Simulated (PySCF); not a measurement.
CH3ClI2Si, SMILES C[Si](Cl)(I)I. Atoms are numbered in the order given.

```xyz
8

C     -2.1207     1.3156     0.0000
Si    -0.3557     0.7394     0.0000
Cl     0.9017     2.3733     0.0000
I      0.0924    -0.5933    -1.9971
I      0.0924    -0.5933     1.9971
H     -2.3089     1.9244     0.8973
H     -2.7998     0.4506     0.0000
H     -2.3089     1.9244    -0.8973
```
Charge 0, spin multiplicity 1.

Geometry optimised at PBE0-D3(BJ)/def2-SVP. The def2 effective core potentials stand for the cores of I; spin–orbit coupling is left out.

The numbers are results of r2SCAN/def2-TZVP run with PySCF, not measurements.

Symmetry labels are those of the subgroup Cs that the program uses (full group Cs).

Computed valence orbital energies around the gap with their symmetry:
```
orbital  symmetry  energy (eV)
-------  --------  -----------
HOMO−7         A'        -9.64
HOMO−6         A"        -9.52
HOMO−5         A'        -8.32
HOMO−4         A"        -8.31
HOMO−3         A'        -7.43
HOMO−2         A'        -7.20
HOMO−1         A"        -7.05
HOMO           A"        -6.83
LUMO           A'        -2.06
LUMO+1         A"        -0.66
LUMO+2         A'        -0.41
LUMO+3         A'         0.46
```
